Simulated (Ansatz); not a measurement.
Consider the hydrogenolysis of the Si–N bond: `O[Si](O)(F)N[SiH2]F` + H₂ → `O[SiH](O)F` + `N[SiH2]F`.

Isolated molecules relaxed with PBE0-D4/def2-TZVP in Ansatz; ΔE leaves out vibrations. CCSD(T)/CBS adds triple-zeta CCSD(T) − MP2 to the extrapolated MP2 energy (def2 sets, frozen cores). This one scheme is used for every species. DFT in def2-TZVPP. B3LYP here is the variant with VWN-RPA as its local correlation; programs differ in this. One conformer a species, not always the lowest.

`O[Si](O)(F)N[SiH2]F`:

Cartesian coordinates in Å:
```
O -2.097 0.652 -1.002
Si -1.000 -0.321 -0.314
O -1.096 -1.744 -1.100
F -1.306 -0.562 1.229
N 0.529 0.427 -0.337
Si 1.615 0.751 0.948
F 2.482 -0.544 1.318
H -2.884 0.242 -1.363
H -0.562 -2.473 -0.781
H 0.873 0.662 -1.258
H 2.570 1.785 0.492
H 0.876 1.124 2.168
```

H₂:

```xyz
2

H     0.299   -0.124   -0.185
H    -0.299    0.124    0.185
```

`O[SiH](O)F`:

Z-matrix (Å, degrees):
```
Si
O 1 1.619
F 1 1.595 2 111.7
O 1 1.630 2 108.7 3 118.8
H 1 1.469 2 107.5 3 -117.0
H 2 0.959 1 118.7 3 -79.5
H 4 0.958 1 118.6 2 -158.0
```

`N[SiH2]F`:

Z-matrix (Å, degrees):
```
Si
F 1 1.605
N 1 1.696 2 114.6
H 1 1.479 2 105.8 3 -119.3
H 1 1.479 2 105.8 3 119.3
H 3 1.006 1 122.0 2 77.5
H 3 1.006 1 122.0 2 -77.5
```

```json
{"level": "PBE-D4", "ΔE (kcal/mol)": "13.0", "difference from CCSD(T)/CBS": "-1.3"}
{"level": "r2SCAN-D4", "ΔE (kcal/mol)": "15.0", "difference from CCSD(T)/CBS": "0.7"}
{"level": "PBE0-D4", "ΔE (kcal/mol)": "13.5", "difference from CCSD(T)/CBS": "-0.8"}
{"level": "ωB97X-V", "ΔE (kcal/mol)": "13.4", "difference from CCSD(T)/CBS": "-0.9"}
{"level": "ωB97M-V", "ΔE (kcal/mol)": "14.2", "difference from CCSD(T)/CBS": "-0.1"}
{"level": "PBE", "ΔE (kcal/mol)": "10.6", "difference from CCSD(T)/CBS": "-3.7"}
{"level": "r2SCAN", "ΔE (kcal/mol)": "14.3", "difference from CCSD(T)/CBS": "0.0"}
{"level": "PBE0", "ΔE (kcal/mol)": "11.3", "difference from CCSD(T)/CBS": "-3.0"}
{"level": "B3LYP", "ΔE (kcal/mol)": "10.3", "difference from CCSD(T)/CBS": "-4.0"}
{"level": "HF/def2-TZVPP", "ΔE (kcal/mol)": "10.5", "difference from CCSD(T)/CBS": "-3.8"}
{"level": "CCSD/def2-TZVPP", "ΔE (kcal/mol)": "13.3", "difference from CCSD(T)/CBS": "-1.0"}
{"level": "CCSD(T)/def2-TZVPP", "ΔE (kcal/mol)": "14.1", "difference from CCSD(T)/CBS": "-0.2"}
{"level": "HF/def2-QZVPP", "ΔE (kcal/mol)": "10.6", "difference from CCSD(T)/CBS": "-3.7"}
{"level": "SCS-MP2/def2-QZVPP", "ΔE (kcal/mol)": "13.8", "difference from CCSD(T)/CBS": "-0.5"}
{"level": "HF/CBS(def2)", "ΔE (kcal/mol)": "10.6", "difference from CCSD(T)/CBS": "-3.7"}
{"level": "CCSD/CBS(def2)", "ΔE (kcal/mol)": "13.5", "difference from CCSD(T)/CBS": "-0.8"}
{"level": "CCSD(T)/CBS", "ΔE (kcal/mol)": "14.3", "difference from CCSD(T)/CBS": "0"}
```

Largest T1 diagnostic among the species: 0.011.

The D4 term adds +3.8 kcal/mol with B3LYP and +2.2 kcal/mol with PBE0; it sums over pairs of atoms, weighted by their polarisabilities, and B3LYP, whose exchange is more repulsive, gets the larger term. In def2-TZVPP, CCSD(T) changes the Hartree–Fock value by +3.6 kcal/mol (the triples alone add +0.8 kcal/mol) and MP2 by +4.4 kcal/mol.
